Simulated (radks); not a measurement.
Problem. The mean radii <r> (bohr) of the occupied orbitals of an atom or ion are listed with their occupations. Method: scalar-relativistic Kohn-Sham, PBE, spin-unpolarised, spherical densities, point nucleus; computed with a radial shooting solver on a logarithmic mesh with Libxc functionals.

orbital  occ.      <r>
1s          2  0.01773
2s          2  0.07489
2p          6  0.06728
3s          2   0.1939
3p          6   0.1945
3d         10   0.1762
4s          2   0.4318
4p          6   0.4594
4d         10   0.4890
5s          2    1.001
4f         14   0.5554
5p          6    1.154
5d          4    1.597
6s          1    2.495
6p          1    3.093

Name the element and its charge.

Solution. Z = 76, osmium, charge +2: Os2+ in [Xe] 4f14 5d4 6s1 6p1. The 1s radius gives Z: for a bare nucleus <r> = (2 gamma + 1)/(2Z) with gamma = sqrt(1 - (Z/c)^2), 0.01753 bohr for Z = 76, and screening makes it slightly larger (0.01773 here). The occupations add up to 74, and the charge is Z minus that.
